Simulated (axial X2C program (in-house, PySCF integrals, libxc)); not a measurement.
Nuclear properties of FSbF⁺

Calculated with an in-house all-electron X2C program for linear molecules (integrals from PySCF): two-component X2C with atomic mean-field Coulomb and Gaunt terms, Gaussian nuclei, basis F dyall-av3z, Sb dyall-v3z with contracted cores.

F–Sb–F held linear, with bonds 1.921 and 1.921 Å (near the PBE0 minimum at charge 1 of the determinant lowest at the starting distance; the state shown can have its own minimum elsewhere, held linear; other orders of the atoms were not compared).

Determinant lowest in the PBE0 search, Ω = 0 (closed shell), highest spinor 65% F p, 18% Sb s, 11% Sb d:

```json
{"level": "PBE0", "qzz F (a.u.)": "-0.05", "qzz Sb (a.u.)": "-6.68"}
{"level": "HF", "qzz F (a.u.)": "0.09", "qzz Sb (a.u.)": "-6.81"}
{"level": "TPSSh", "qzz F (a.u.)": "-0.10", "qzz Sb (a.u.)": "-6.36"}
```

qzz is the electric field gradient, eQq0 = 234.96 MHz × Q/barn × qzz. The operators were transformed with the bare-nucleus X2C matrices; with these basis sets, hyperfine constants and field gradients can be off by tens of per cent, and where levels differ in sign neither size nor sign is settled.

(1) With Q(121Sb) = -0.543 barn (Q from Pyykkö, Mol. Phys. 2018), turn the PBE0 values of the first state into constants in MHz.

The molecule was held linear; bending was not examined, so a bent shape may lie lower.

Each state is one determinant with collinear spin. The search compared states at one distance, so a state with another bond length can lie lower. Further determinants of the search, some of them spin-mixed, are not shown. Where a field gradient or hyperfine factor spreads by more than a factor of two over the levels, a constant derived from it is not to be relied on.

## Answers

(1) eQq0(121Sb) = 234.96 × (-0.543) × (-6.68) = 852 MHz.
